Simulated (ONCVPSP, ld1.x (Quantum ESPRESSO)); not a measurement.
**Potentials for B (Z = 5) compared**

Generated with ld1.x 7.5 (TM, RRKJ, ultrasoft, PAW), atompaw 4.2 or ONCVPSP 4.0.1. The cutoff is in Ry: for ld1.x and atompaw files where the sum of valence levels is converged to 10 mRy in a Bessel basis, for ONCV files where the hardest occupied wave has 1 mHa per electron of residual kinetic energy. The error is the largest all-electron minus pseudo excitation energy over each file’s own four to seven test configurations (ionisations up to +4, promotions, holes and added fractions of an electron), all of which were solved. The labels leave out finer settings (local radius, basis sizes, second energies), which also bear on the numbers. Spin-polarised tests are not counted. The rows are a selection from randomly drawn settings: files with unsolved tests, undetermined cutoffs or missed reference levels are left out.

```csv
potential,cutoff (Ry),largest error (meV),bound ghosts
"TM, LDA (PZ), scalar-relativistic, rc 1.30/2.45/2.60 (spd), local d, core correction yes, reference 2s2 2p1",21,+150,none
"TM, PBE, scalar-relativistic, rc 1.00/2.75/2.35 (spd), local d, core correction yes, reference 2s2 2p1",55,+217,none
"ONCV, PBE, scalar-relativistic, rc 1.25/2.65 (sp), local smoothed, core correction no, reference 2s2 2p1, qcut 6/6.7, projectors 2/3",25,+152,none
```

**Question.** Fill in the row for B: ONCV, PBE, scalar-relativistic, rc 1.40/2.90 (sp), local smoothed, core correction yes, reference 2s2 2p1, qcut 5.7/4.9, projectors 3/3.

**Answer.** cutoff 23 Ry, largest error +253 meV, bound ghosts: none.

**Question.** Fill in the row for B: TM, PBE, scalar-relativistic, rc 1.15/2.70/2.75 (spd), local p, core correction no, reference 2s2 2p1.

**Answer.** cutoff 21 Ry, largest error +187 meV, bound ghosts: none.

**Question.** Fill in the row for B: TM, BLYP, scalar-relativistic, rc 1.15/3.35 (sp), local p, core correction yes, reference 2s2 2p1.

**Answer.** cutoff 21 Ry, largest error +441 meV, bound ghosts: none.
